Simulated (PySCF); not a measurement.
One of the candidates below gave these computed data.

All candidates are C5H7NO.

| technique | computed result |
| --- | --- |
| Polarisability | 63.5 au [CAM-B3LYP/def2-SVPD] |
| UV, strongest line | among the 6 lowest singlet transitions: S5 at 8.16 eV (152 nm, f = 0.047) [TDDFT CAM-B3LYP/def2-SVPD] |
| UV, first state | lowest singlet excitation: 7.38 eV (168 nm, f = 0.003) [TDDFT CAM-B3LYP/def2-SVPD] |
| Dipole | 3.06 D [CAM-B3LYP/def2-SVPD] |
| Rotational structure | rotational constants A, B, C: 6.156, 1.918, 1.651 GHz [PBE0-D3(BJ)/def2-SVP] |

The electronic properties come from PySCF, for the isolated species, density fitting. Levels stand in brackets. The structure is a single PBE0-D3(BJ)/def2-SVP conformer in the gas phase; no vibrational or solvent corrections.

Question: Which candidate is it?
A. `CC#CCC(N)=O`
B. `C#CC(=O)N(C)C`
C. `N#C[C@H]1CCOC1`

Answer: C. It is `N#C[C@H]1CCOC1`. Numbering: `[N:1]#[C:2][C@H:3]1[CH2:4][CH2:5][O:6][CH2:7]1`. Its formula, C5H7NO, gives 3 degrees of unsaturation: 1 ring and 2 π bonds in the structure found. The optimised geometry has point group C1 and is an asymmetric top.

The others, at the same levels:
- `C#CC(=O)N(C)C` fails: its computed lowest singlet excitation is 4.95 eV (250 nm, f = 0.000) (against 7.38 eV), static isotropic polarisability is 72.0 au (against 63.5 au) and rotational constant A is 4.436 GHz (against 6.156 GHz).
- `CC#CCC(N)=O` fails: its computed lowest singlet excitation is 5.77 eV (215 nm, f = 0.000) (against 7.38 eV), strongest line among the 6 lowest singlet transitions is S3 at 6.73 eV (184 nm, f = 0.005) (against S5 at 8.16 eV) and static isotropic polarisability is 71.9 au (against 63.5 au).

Each candidate is one conformer, not necessarily the lowest. The conformers computed, where there is a choice (atom-mapped SMILES and torsion angles):
- `[CH:1]#[C:2][C:3](=[O:4])[N:5]([CH3:6])[CH3:7]`: C2–C3–N5–C6 0°
- `[CH3:1][C:2]#[C:3][CH2:4][C:5]([NH2:6])=[O:7]`: C3–C4–C5–N6 14°, H–N6–C5–C4 -6°, H–N6–C5–C4 -179°

The conformers of `N#C[C@H]1CCOC1` aren't listed.
